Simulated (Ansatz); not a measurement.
Computed with Ansatz on PBE0-D4/def2-TZVP structures; ΔE is electronic, products minus reactants. CBS: MP2 limit from def2 TZ/QZ plus the TZ coupled-cluster correction, frozen cores. Functionals use def2-TZVPP. For Se outer-core shells are correlated without core-valence functions, which leaves a few kJ/mol of doubt a bond. Scalar relativity is left out up to krypton. Each species was taken in one conformer, which may not be the lowest.

Consider the cleavage of the B–Si bond: `SB[SiH2][SeH]` + `O[SiH2]F` → `F[SiH2]OBS` + `[SiH3][SeH]`.

`SB[SiH2][SeH]`:

Cartesian coordinates in Å:
```
S -1.222 -1.369 0.944
B -0.641 0.290 0.852
Si 0.536 0.800 -0.693
Se 1.005 -0.946 -2.098
H -1.933 -1.294 2.086
H -0.947 1.077 1.696
H 1.792 1.431 -0.197
H -0.152 1.784 -1.572
H 1.563 -1.774 -1.019
```

`O[SiH2]F`:

```xyz
6

O     1.003   -0.669    0.408
Si   -0.186    0.342   -0.061
F    -1.547    0.017    0.707
H     0.973   -1.585    0.129
H     0.246    1.698    0.321
H    -0.489    0.197   -1.504
```

`F[SiH2]OBS`:

```xyz
9

F    -0.871   -1.484   -0.913
Si   -0.391   -0.029   -1.366
O     0.280    0.755   -0.112
B     0.631    0.724    1.194
S     0.367   -0.665    2.309
H     0.629   -0.200   -2.418
H    -1.583    0.720   -1.808
H     1.160    1.681    1.676
H    -0.222   -1.503    1.438
```

`[SiH3][SeH]`:

Cartesian coordinates in Å:
```
Si -0.478 0.052 -0.317
Se 1.735 -0.314 0.086
H -1.328 -0.955 0.365
H -0.622 -0.075 -1.787
H -0.891 1.410 0.118
H 1.584 -0.118 1.535
```

| level | ΔE (kcal/mol) |
| --- | --- |
| ωB97M-V | -30.0 |
| B2PLYP | -30.6 |

Question: What does CCSD(T)/CBS give? (Best estimate.)

Answer: Ansatz gave: -28.5 kcal/mol. The listed levels differ from it by -1.5, -2.1 kcal/mol.

Largest T1 diagnostic among the species: 0.013.

From PBE to PBE0 (25 % exact exchange), in def2-TZVPP and without D4, ΔE moves by −1.3 kcal/mol. In def2-TZVPP, CCSD(T) changes the Hartree–Fock value by +6.6 kcal/mol (the triples alone add +0.9 kcal/mol) and MP2 by +6.3 kcal/mol.
